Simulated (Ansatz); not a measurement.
One change: `[OH][Al]([Cl])[Br]` becomes `[SH][Al]([Cl])[Br]`.

Ansatz, PBE0-D4/def2-TZVP geometries, multiplicity 1. Each molecule was computed in one conformer, which needn't be the lowest.

Scalar relativity is left out up to krypton.

```csv
property,`[OH][Al]([Cl])[Br]`
LUMO energy (B3LYP/def2-TZVPP) / eV,-1.35
LUMO energy (PBE0/def2-TZVPP) / eV,-1.07
HOMO–LUMO gap (PBE0/def2-TZVPP) / eV,7.77
LUMO energy (PBE/def2-TZVPP) / eV,-1.91
HOMO energy (PBE/def2-TZVPP) / eV,-7.49
HOMO–LUMO gap (ωB97M-V/def2-TZVPP) / eV,11.67
```

Q: Give the same properties after the change, and the shifts. (Estimate.)

A: Ansatz gave: 
```
                               property  `[SH][Al]([Cl])[Br]`  shift
    LUMO energy (B3LYP/def2-TZVPP) / eV                 -1.37  -0.02
     LUMO energy (PBE0/def2-TZVPP) / eV                 -1.13  -0.06
   HOMO–LUMO gap (PBE0/def2-TZVPP) / eV                  7.11  -0.66
      LUMO energy (PBE/def2-TZVPP) / eV                 -1.96  -0.05
      HOMO energy (PBE/def2-TZVPP) / eV                 -7.01   0.48
HOMO–LUMO gap (ωB97M-V/def2-TZVPP) / eV                 11.01  -0.66
```

With PBE0 the HOMO rises by 0.59 eV and the LUMO falls by 0.06 eV, so the gap narrows by about 0.65 eV. PBE moves the HOMO by 0.48 eV and ωB97M-V by 0.64 eV.

B3LYP here is the variant with VWN-RPA as its local correlation; programs differ in this.

Spin–orbit coupling is left out; it splits and shifts lone-pair levels of the heavy atoms by tenths of an eV.
